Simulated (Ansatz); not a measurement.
Geometry optimisation, Ansatz 0.2.0, RHF/cc-pVDZ.

The input (input.yaml):

```yaml
crystal:
  periodic: [false, false, false]
  atoms:
    - { symbol: C, position_ang: [-0.10639, 0.67115, -1.03059] }
    - { symbol: "N", position_ang: [0.19696, -0.51149, -0.25395] }
    - { symbol: Si, position_ang: [0.04681, -0.63407, 1.43119] }
    - { symbol: S, position_ang: [-0.57143, 0.79766, 2.65426] }
    - { symbol: H, position_ang: [0.04823, 0.47959, -2.09016] }
    - { symbol: H, position_ang: [-1.14383, 0.97401, -0.8777] }
    - { symbol: H, position_ang: [0.53107, 1.50539, -0.72947] }
    - { symbol: H, position_ang: [0.53143, -1.28715, -0.80383] }
    - { symbol: H, position_ang: [0.46714, -1.99509, 1.70024] }
basis:
  gaussian: { orbitals: cc-pVDZ }
hamiltonian:
  xc: hf
relax:
  f_tol: 0.015
  max_steps: 40
```

Run as:

```bash
$ ansatz run input.yaml --threads 1 --pin off --max-ram 2048MiB --backend cpu --events-out ev --progress --plain --runs-dir out
```

Task: Where does it end, and by what steps?

Result: The forces met the threshold. After 15 steps the energy has fallen by 0.116 eV; H7 moved furthest, 0.79 Å.

```json
{"step": "0", "energy less start (eV)": "0.0000", "largest force component (eV/Å)": "0.918", "accepted": "yes"}
{"step": "1", "energy less start (eV)": "-0.0468", "largest force component (eV/Å)": "0.415", "accepted": "yes"}
{"step": "2", "energy less start (eV)": "-0.0514", "largest force component (eV/Å)": "0.109", "accepted": "yes"}
{"step": "3", "energy less start (eV)": "-0.0217", "largest force component (eV/Å)": "0.593", "accepted": "no"}
{"step": "4", "energy less start (eV)": "-0.0528", "largest force component (eV/Å)": "0.098", "accepted": "yes"}
{"step": "5", "energy less start (eV)": "-0.0543", "largest force component (eV/Å)": "0.102", "accepted": "yes"}
{"step": "6", "energy less start (eV)": "-0.0544", "largest force component (eV/Å)": "0.435", "accepted": "yes"}
{"step": "7", "energy less start (eV)": "-0.0624", "largest force component (eV/Å)": "0.247", "accepted": "yes"}
{"step": "8", "energy less start (eV)": "-0.0882", "largest force component (eV/Å)": "0.117", "accepted": "yes"}
{"step": "9", "energy less start (eV)": "-0.0716", "largest force component (eV/Å)": "0.779", "accepted": "no"}
{"step": "10", "energy less start (eV)": "-0.0989", "largest force component (eV/Å)": "0.082", "accepted": "yes"}
{"step": "11", "energy less start (eV)": "-0.1053", "largest force component (eV/Å)": "0.222", "accepted": "yes"}
{"step": "12", "energy less start (eV)": "-0.1143", "largest force component (eV/Å)": "0.022", "accepted": "yes"}
{"step": "13", "energy less start (eV)": "-0.1148", "largest force component (eV/Å)": "0.110", "accepted": "yes"}
{"step": "14", "energy less start (eV)": "-0.1136", "largest force component (eV/Å)": "0.130", "accepted": "no"}
{"step": "15", "energy less start (eV)": "-0.1162", "largest force component (eV/Å)": "0.005", "accepted": "yes"}
```

```xyz
9
Properties=species:S:1:pos:R:3
C -0.072 0.702 -1.056
N 0.313 -0.424 -0.217
Si -0.056 -0.677 1.411
S -1.099 0.479 2.589
H -0.659 0.368 -1.914
H -0.677 1.395 -0.476
H 0.807 1.237 -1.422
H 0.866 -1.117 -0.685
H 0.576 -1.964 1.768
```

Whether the end is a true minimum wasn't checked by a vibrational analysis.

The run took 40 s on 1 thread of Arm Neoverse V1 (shared host), peak memory 0.17 GiB.
